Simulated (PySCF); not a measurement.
B3LYP has the VWN-RPA correlation part, as in Gaussian. Excitations are Tamm–Dancoff values on a coarser integration grid. The basis has no diffuse functions, so Rydberg states are missing or too high.

# C4H8Si, SMILES `C=C=[Si](C)C` (charge 0, multiplicity 1)

These are B3LYP-D3(BJ)/def2-TZVP (PySCF) values and carry that method's errors.

The HOMO is -5.40 eV, the dipole moment comes out as 1.68 D and the HOMO–LUMO gap is 4.94 eV. The LUMO comes out as -0.46 eV and the S1 excitation (TDA) is 3.55 eV. The S1 oscillator strength is 0.000 and the brightest of the four lowest singlets (TDA) is 5.59 eV. The T1 excitation (TDA) comes out as 3.00 eV and the S1–T1 gap (TDA) is 0.56 eV. The vertical ionisation energy (Delta-SCF) is 7.45 eV, the total energy is -446.7800 Ha and the cost is around 2.1 core-minutes (rough).

Bonds (Å): C1–C2 1.309, C1–H6 1.090, C1–H7 1.090, C2–Si3 1.682, Si3–C4 1.867, Si3–C5 1.867, C4–H8 1.092, C4–H9 1.090, C4–H10 1.092, C5–H11 1.090, C5–H12 1.092, C5–H13 1.092. Angles (°): C2–C1–H6 122.4, C2–C1–H7 122.4, H6–C1–H7 115.1, C1–C2–Si3 180.0, C2–Si3–C4 121.9, C2–Si3–C5 121.9, C4–Si3–C5 116.3, Si3–C4–H8 111.1, Si3–C4–H9 109.9, Si3–C4–H10 111.1, H8–C4–H9 108.5, H8–C4–H10 107.6, H9–C4–H10 108.5, Si3–C5–H11 109.9, Si3–C5–H12 111.1, Si3–C5–H13 111.1, H11–C5–H12 108.5, H11–C5–H13 108.5, H12–C5–H13 107.6.
